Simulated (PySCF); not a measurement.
Ne³⁺: a base run and its variants

Base input, run as `OMP_NUM_THREADS=1 python input.py` with PySCF 2.14:

```python
from pyscf import gto, scf, cc

mol = gto.M(
    atom='Ne 0 0 0',
    basis='cc-pvdz-dk',
    charge=3,
    spin=3,
    verbose=4,
)
mf = scf.UHF(mol)
mf = mf.sfx2c1e()
mf = mf.density_fit(auxbasis='def2-universal-jkfit')
mf.kernel()
mycc = cc.CCSD(mf, frozen=1)
mycc.kernel()
mf.dip_moment()
print('orbital energies (hartree):', [e[max(0, n-3):n+3].round(4) for e, n in zip(mf.mo_energy, mol.nelec)])
```

Base result: E(SCF) = -124.187867 Eh, 6 cycles, E(CCSD) − E(SCF) = -0.08040 Eh, ⟨S²⟩ = 3.753. No search for the lowest solution was made.

Hardware: Arm Neoverse V2, 1 thread, shared host. Wall time 0.81 s, peak memory 0.11 GiB.

Each row names what differs from the base; energies in brackets are changes from the base.

| change | result |
| --- | --- |
| basis set: cc-pvdz-dk → cc-pcvdz; spin-free X2C: on → off | E(SCF) = -124.052561 Eh, 7 cycles, E(CCSD) − E(SCF) = -0.08366 Eh, ⟨S²⟩ = 3.753 |
| step after the SCF: ccsd → tda; number of roots: default → 3 | E(SCF) = -124.187867 Eh (+0.0000 eV), 6 cycles, ⟨S²⟩ = 3.753, first excitations without spin–orbit coupling 22.56, 22.56, 22.56 eV |
| density fitting: def2-universal-jkfit → none | E(SCF) = -124.187871 Eh (-0.0001 eV), 6 cycles, E(CCSD) − E(SCF) = -0.08039 Eh, ⟨S²⟩ = 3.753 |
| functional: none (Hartree–Fock) → mn15; SCF type: UHF → UKS; step after the SCF: ccsd → analyze | E(SCF) = -124.347057 Eh, 6 cycles, ⟨S²⟩ = 3.750 |
| basis set: cc-pvdz-dk → jorge-dzp-dkh | E(SCF) = -124.194363 Eh (-0.1768 eV), 7 cycles, E(CCSD) − E(SCF) = -0.07690 Eh, ⟨S²⟩ = 3.753 |
| spin (2S): 3 → 7 | stops with ValueError (negative dimensions are not allowed) after the SCF |
| basis set: cc-pvdz-dk → sto-3g; spin-free X2C: on → off | stops with ValueError (Chunk shape must not be greater than data shape in any dimension. (np.int64(4), np.int64(4) after the SCF |
| PCM solvent, dielectric constant: none → 78.36; step after the SCF: ccsd → analyze | E(SCF) = -125.460008 Eh (-34.6167 eV), 6 cycles, ⟨S²⟩ = 3.753 |
| functional: none (Hartree–Fock) → mn15l; SCF type: UHF → UKS; step after the SCF: ccsd → analyze | E(SCF) = -124.397386 Eh, 6 cycles, ⟨S²⟩ = 3.752 |
| step after the SCF: ccsd → eomea; number of roots: default → 6 [positive roots are unbound] | E(SCF) = -124.187867 Eh (+0.0000 eV), 6 cycles, E(CCSD) − E(SCF) = -0.08040 Eh, ⟨S²⟩ = 3.753, attachment roots -62.448, -62.448, -62.448, -32.812, -32.812, -32.812 eV |
| charge: 3 → 4; spin (2S): 3 → 4 | stops with ValueError (All chunk dimensions must be positive (all chunk dimensions must be positive)) after the SCF |
| charge: 3 → 2; spin (2S): 3 → 2 [another spin of the ion may lie lower] | E(SCF) = -126.455480 Eh (-61.7049 eV), 7 cycles, E(CCSD) − E(SCF) = -0.10628 Eh, ⟨S²⟩ = 2.003 |
| spin-free X2C: on → off [unsound on purpose] | E(SCF) = -124.035581 Eh, 6 cycles, E(CCSD) − E(SCF) = -0.08046 Eh, ⟨S²⟩ = 3.753 |
| basis set: cc-pvdz-dk → 6-31g(3d) | E(SCF) = -124.158986 Eh (+0.7859 eV), 6 cycles, E(CCSD) − E(SCF) = -0.09199 Eh, ⟨S²⟩ = 3.753 |
| level shift (hartree): none → 1 | E(SCF) = -124.187867 Eh (+0.0000 eV), 10 cycles, E(CCSD) − E(SCF) = -0.08040 Eh, ⟨S²⟩ = 3.753 |
| PCM solvent, dielectric constant: none → 32.6; step after the SCF: ccsd → analyze | E(SCF) = -125.436925 Eh (-33.9886 eV), 6 cycles, ⟨S²⟩ = 3.753 |
| step after the SCF: ccsd → stability | E(SCF) = -124.187867 Eh (+0.0000 eV), 6 cycles, ⟨S²⟩ = 3.753, internal stable; real -> complex stable; UHF/UKS -> GHF/GKS stable |
| basis set: cc-pvdz-dk → sbkjc; core potential: off → on; spin-free X2C: on → off; frozen orbitals: 1 → 0 | E(SCF) = -29.988171 Eh, 6 cycles, E(CCSD) − E(SCF) = -0.00642 Eh, ⟨S²⟩ = 3.752 |
| basis set: cc-pvdz-dk → def2-qzvp; spin-free X2C: on → off | E(SCF) = -124.108172 Eh, 7 cycles, E(CCSD) − E(SCF) = -0.12357 Eh, ⟨S²⟩ = 3.753 |
| frozen orbitals: 1 → 3 [unsound on purpose] | stops with ValueError (negative dimensions are not allowed) after the SCF |
| basis set: cc-pvdz-dk → def2-tzv2p [unsound on purpose] | stops with BasisNotFoundError (def2-tzv2p) |

**Question.** Order these changes by how far they move the SCF energy from the base, largest first: (1) PCM solvent, dielectric constant: none → 32.6; step after the SCF: ccsd → analyze; (2) PCM solvent, dielectric constant: none → 78.36; step after the SCF: ccsd → analyze; (3) density fitting: def2-universal-jkfit → none.

**Answer.** (2) -34.6167 eV, (1) -33.9886 eV, (3) -0.0001 eV.
